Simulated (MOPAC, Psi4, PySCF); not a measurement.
Interaction energy of C2H3N ··· H3O+ (SMILES CC#N and [OH3+]) (charge +1). Monomers: optimised at B3LYP-D3(BJ) (def2-TZVP), held rigid. Orientation: lowest of the rigid-body minima from ten starts at GFN2-xTB. Only R, the distance of the centres of mass, is varied, so the lowest point isn't the relaxed dimer.

Levels of theory: PM7, restricted, heats of formation (MOPAC); RKS-B3LYP/6-31G* = restricted B3LYP/6-31G*, spherical d, no counterpoise correction (PySCF); RKS-LDA (SVWN5)/6-31G* = PySCF with restricted LDA (SVWN5)/6-31G*, spherical d, no counterpoise correction; SAPT0/jun-cc-pVDZ, frozen core (Psi4).

Interaction energies in kJ/mol; the last columns give the difference from SAPT0:

```tsv
R / Å	PM7	RKS-B3LYP/6-31G*	RKS-LDA (SVWN5)/6-31G*	SAPT0/jun-cc-pVDZ	PM7 − SAPT0/jun-cc-pVDZ	RKS-B3LYP/6-31G* − SAPT0/jun-cc-pVDZ	RKS-LDA (SVWN5)/6-31G* − SAPT0/jun-cc-pVDZ
3.74	-143.06	-169.43	-198.93	-166.33	23.28	-3.10	-32.60
3.96	-140.36	-167.83	-190.88	-159.35	18.99	-8.48	-31.53
4.13	-129.85	-156.08	-174.72	-145.82	15.97	-10.26	-28.90
4.44	-108.91	-127.94	-140.08	-119.31	10.40	-8.63	-20.77
4.76	-89.83	-100.95	-108.31	-96.17	6.34	-4.78	-12.15
5.27	-67.46	-69.75	-72.68	-69.93	2.48	0.18	-2.75
5.90	-49.34	-47.08	-47.88	-50.37	1.03	3.29	2.49
6.93	-30.78	-29.83	-30.00	-33.05	2.27	3.22	3.05
8.22	-18.22	-19.77	-19.88	-21.93	3.71	2.16	2.04
```

PM7 is furthest from SAPT0/jun-cc-pVDZ at 3.74 (23.28 kJ/mol, above); its mean absolute difference over the points is 9.38 kJ/mol.

RKS-B3LYP/6-31G* is furthest from SAPT0/jun-cc-pVDZ at 4.13 (-10.26 kJ/mol, below); its mean absolute difference over the points is 4.90 kJ/mol.

RKS-LDA (SVWN5)/6-31G* is furthest from SAPT0/jun-cc-pVDZ at 3.74 (-32.60 kJ/mol, below); its mean absolute difference over the points is 15.14 kJ/mol.
